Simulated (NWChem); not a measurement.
# C$_{5}$H$_{4}$FN; SMILES Fc1ccncc1

```xyz
11

F      0.0000     0.0000     2.2739
C      0.0000     0.0000     0.9335
C      0.0000    -1.2129     0.2359
C      0.0000    -1.1460    -1.1669
N      0.0000     0.0000    -1.8666
C      0.0000     1.1460    -1.1669
C      0.0000     1.2129     0.2359
H      0.0000    -2.1696     0.7771
H      0.0000    -2.0817    -1.7542
H      0.0000     2.0817    -1.7542
H      0.0000     2.1696     0.7771
```
Atoms are numbered in this order, from 1.

All runs: NWChem. Pople sets run with spherical d functions. Structure relaxed at the PBE-D3(BJ)/def2-SVP level. GIAO values for the isolated, static molecule; σ is the absolute isotropic shielding.

```csv
level,basis functions,σ F1 (ppm),σ C2 (ppm),σ C3 (ppm),σ C4 (ppm),σ N5 (ppm),σ H8 (ppm),σ H9 (ppm)
B3LYP/6-31G*,106,287.2,26.7,81.6,43.0,-53.8,25.31,23.35
B3LYP/6-311G**,150,272.5,4.1,65.1,23.7,-95.1,24.68,22.86
B3LYP/def2-SVP,118,[?],[?],[?],[?],[?],24.58,22.87
B3LYP/IGLO-II,178,276.1,1.8,63.2,21.5,-96.3,24.74,23.08
```

### Question
Fill in the missing entries.

### Answer

- B3LYP/def2-SVP, σ F1 (ppm): 289.6
- B3LYP/def2-SVP, σ C2 (ppm): 20.4
- B3LYP/def2-SVP, σ C3 (ppm): 78.2
- B3LYP/def2-SVP, σ C4 (ppm): 38.5
- B3LYP/def2-SVP, σ N5 (ppm): -69.7
